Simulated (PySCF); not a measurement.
# Field gradients at the hydrogen positions

C8H13PS.
Structure used (GFN2-xTB), in Å, numbered top down from 1:
```xyz
23
C8H13PS angstrom
C      3.224    0.538    2.011
C      2.859   -0.252    1.189
C      2.390   -1.164    0.178
P      1.181   -0.358   -0.968
S      0.551   -1.506   -2.386
C     -0.078    0.428    0.133
C     -0.971   -0.651    0.768
C     -2.401   -0.172    0.524
C     -2.301    0.525   -0.828
C     -1.002    1.320   -0.714
H      3.560    1.211    2.742
H      1.882   -2.027    0.626
H      3.220   -1.535   -0.435
H      1.906    0.773   -1.374
H      0.464    1.007    0.885
H     -0.820   -1.602    0.245
H     -0.749   -0.801    1.825
H     -3.116   -0.993    0.521
H     -2.695    0.544    1.294
H     -3.159    1.160   -1.044
H     -2.206   -0.221   -1.618
H     -1.180    2.270   -0.207
H     -0.568    1.532   -1.695
```

Level: PBE0/pcSseg-1 (PySCF, non-relativistic); Q(2H) = 0.00286 b; rigid geometry, the same for H and D, with no vibrational averaging.

Problem. Rank these positions by the coupling χzz of a deuteron there, largest first.
A. H16 (methylene hydrogen)
B. H20 (methylene hydrogen)
C. H11 (alkyne hydrogen)
D. H12 (methylene hydrogen)
E. H19 (methylene hydrogen)
F. H14 (P–H hydrogen)

Solution. C (266 kHz), B (210 kHz), E (205 kHz), D (197 kHz), A (193 kHz), F (122 kHz).

Problem. Tabulate Vzz, the asymmetry η and χzz = 234.96 MHz × Q × Vzz for every hydrogen position.

Solution. 
| atom | bonded to | bond length (Å) | Vzz (au) | η | χzz (kHz) |
| --- | --- | --- | --- | --- | --- |
| H11 | C1 | 1.049 | 0.3963 | 0.00 | 266 |
| H12 | C3 | 1.097 | 0.2930 | 0.02 | 197 |
| H13 | C3 | 1.096 | 0.2944 | 0.02 | 198 |
| H14 | P4 | 1.404 | 0.1811 | 0.04 | 122 |
| H15 | C6 | 1.094 | 0.2978 | 0.01 | 200 |
| H16 | C7 | 1.096 | 0.2868 | 0.05 | 193 |
| H17 | C7 | 1.090 | 0.3101 | 0.01 | 208 |
| H18 | C8 | 1.088 | 0.3127 | 0.01 | 210 |
| H19 | C8 | 1.092 | 0.3050 | 0.00 | 205 |
| H20 | C9 | 1.089 | 0.3132 | 0.01 | 210 |
| H21 | C9 | 1.091 | 0.2988 | 0.01 | 201 |
| H22 | C10 | 1.091 | 0.3058 | 0.02 | 205 |
| H23 | C10 | 1.094 | 0.2984 | 0.06 | 200 |

Problem. Average by the element that carries the hydrogen.

Solution. on C: 208 kHz over 12 positions, mean bond length 1.089 Å; on P: 122 kHz over 1 position, mean bond length 1.404 Å.

Problem. How does χzz go with the bond length over the 12 C–H bonds?

Solution. A straight-line fit has a slope of -14.8 kHz for each 0.01 Å, with a correlation coefficient of -0.99, over lengths from 1.049 to 1.097 Å. The longer bonds have the smaller couplings here.

Problem. Give the 2H NMR doublet splittings at H17 for a magnetic field along the z, y and x axes of the gradient: 3χ/2, 3χ(1 + η)/4, 3χ(1 − η)/4.

Solution. With |χ| = 208.4 kHz and η = 0.015: 313, 159 and 154 kHz, to first order and without motion.

Geometry: GFN2-xTB, one conformer, isolated molecule. GFN2-xTB bond lengths can be off by several hundredths of an ångström, more for odd bonds, and the gradients follow them. With so small a basis the couplings can be 20 % off.

These values come from a run that also computed NMR shieldings. The run took 66 s of wall time on one thread of an Arm Neoverse V1 (shared host).
